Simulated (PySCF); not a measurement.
Mayer bond orders and bond lengths

Compound: C3H7N2PSi.
SMILES with atom numbers: `[CH3:1][c:2]1[n:3][n:4]([SiH3:5])[cH:6][p:7]1` (hydrogens: H8, H9, H10 on C1; H11, H12, H13 on Si5; H14 on C6)

Cartesian coordinates in Å at the GFN2-xTB level; atoms count from 1:
```xyz
14
C3H7N2PSi angstrom
C      2.6138   -0.3600    0.1369
C      1.2502    0.2383    0.1205
N      0.2022   -0.5133   -0.0557
N     -0.9268    0.1966   -0.0408
Si    -2.3803   -0.7672   -0.2753
C     -0.7541    1.5205    0.1496
P      0.8884    1.9734    0.3277
H      3.2273    0.0798   -0.6484
H      2.5430   -1.4336   -0.0189
H      3.0992   -0.1640    1.0922
H     -2.2511   -1.3963   -1.5849
H     -2.4169   -1.7303    0.8193
H     -3.4729    0.2024   -0.2162
H     -1.6227    2.1532    0.1720
```

Bond orders from the PBE0/pcSseg-1 density (PySCF). Geometry: GFN2-xTB; no solvent, vibrations or thermal averaging.

Task: How far do the computed orders between heavy atoms stray from the drawn ones?

Result: The largest departure is 0.373, at N3–N4 (drawn aromatic, 1.127), counting aromatic bonds as 1.5. Drawn single, order below 0.88: N4–Si5 (0.778). The bonds drawn aromatic range from 1.13 to 1.58.

Task: Give the Mayer order of every bond between heavy atoms, beside its length.

Result: 
```csv
bond,drawn as,length (Å),Mayer order
C1–C2,single,1.489,1.035
C2–N3,aromatic,1.302,1.576
N3–N4,aromatic,1.334,1.127
N4–Si5,single,1.760,0.778
N4–C6,aromatic,1.349,1.197
C6–P7,aromatic,1.713,1.440
P7–C2,aromatic,1.785,1.164
```

By pair of heavy elements: C–N: lowest N4–C6 (1.197, 1.349 Å), highest C2–N3 (1.576, 1.302 Å). C–P: lowest P7–C2 (1.164, 1.785 Å), highest C6–P7 (1.440, 1.713 Å).

Task: And the bonds to hydrogen?

Result: C–H: 0.95 to 0.96 (4 bonds); H–Si: 0.93 to 0.94 (3 bonds).

Task: Sum the orders of all bonds at each heavy atom with more than one neighbour and set the sums beside the valence in the SMILES.

Result: C1 3.893 (drawn 4), C2 3.775 (drawn 4), N3 2.703 (drawn 3), N4 3.102 (drawn 3), Si5 3.597 (drawn 4), C6 3.589 (drawn 4), P7 2.604 (drawn 3). Orders between atoms that aren't bonded are not in these sums.

Mayer orders depend on the basis set.
